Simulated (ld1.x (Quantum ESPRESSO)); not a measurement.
What one change does to a pseudopotential (Bi, TM)

```json
{
  "Element": "bismuth (Bi)",
  "Generator": "ld1.x (Quantum ESPRESSO) 7.5",
  "Type": "norm-conserving Troullier–Martins (Kleinman–Bylander form)",
  "Functional": "LDA (PZ)",
  "Relativity": "fully relativistic",
  "Frozen core": "[Xe] 4f14 5d10",
  "Valence charge": "5",
  "Reference configuration": "6s2 6p3",
  "Partial waves": "6s (bound): rc 1.45 bohr; 6p (bound): rc 2.55 bohr",
  "Local potential": "all-electron potential smoothed inside 1.85 bohr (lloc = -1)",
  "Core correction": "none"
}
```

Open shells are filled in proportion to 2j + 1 (rel_dist='average').

All-electron outer shells of the reference configuration (LDA (PZ), scalar-relativistic, ld1.x):

| shell | level (eV) | outermost node (bohr) | outermost maximum (bohr) |
| --- | --- | --- | --- |
| 5p | -95.96 | 0.48 | 0.86 |
| 5d | -27.18 | 0.51 | 1.03 |
| 6s | -14.76 | 0.98 | 1.86 |
| 6p | -4.77 | 1.14 | 2.44 |

Change: all radii scaled by about 1.10 (s 1.60, p 2.80 bohr); local potential all-electron potential smoothed inside 2.04 bohr (lloc = -1).

Cutoffs: the cutoffs (Ry, on a coarse ladder) from which the occupation-weighted sum of valence levels, in a spherical-Bessel basis at the reference potential, stays within 10 and 1 mRy of its value at 400 Ry; they do not see the model core or the augmentation charge, which bear on the density cutoff. Errors are all-electron minus pseudo energies relative to the spin-unpolarised reference configuration.

Problem. What does the change do?

Solution. The potential gets softer (55 Ry and 160 Ry → 35 Ry and 90 Ry); both files keep a bound ghost (d, s); the number of tests that count goes from 7 to 5; of the 5 tests that both files solve, the error grows in 4 and shrinks in 1 by more than 15 % and 0.3 meV (median size 33.9 → 111.7 meV). A larger radius leaves more room for a smooth pseudo-wave, so fewer plane waves are needed.

```csv
quantity,base,changed
"cutoff, loose",55 Ry,35 Ry
"cutoff, tight",160 Ry,90 Ry
loose cutoff by channel (10 mRy a level),"s 40 Ry, p 8 Ry","s 18 Ry, p 6 Ry"
bound ghosts,"s, d","s, d"
"tests counted (converged, no solver errors)",7 of 7,5 of 7
"error for 6s2 6p2, meV [ΔE 8.31 eV]",+9.6,+112
"error for 6s2 6p1, meV [ΔE 24.05 eV]",+44,+466
"error for 6s0 6p5, meV [ΔE 20.23 eV]",+113,+81
"error for 6s1 6p3, meV [ΔE 18.96 eV]",+34,+351
"error for 6s2 6p3.3, meV [ΔE -1.20 eV]",+0.5,+2.1
```

Changed file: Tests not counted: 6s2 6p0 (solver errors, printed error -20.0 eV); 6s1 6p0 (solver errors, printed error +6.2 eV). A true bound ghost makes a file unfit for plane-wave use even where its test errors are small: the radial tests pick states by their node count and pass the ghost by. Where a test does run into it, the solver fails or the error is huge.
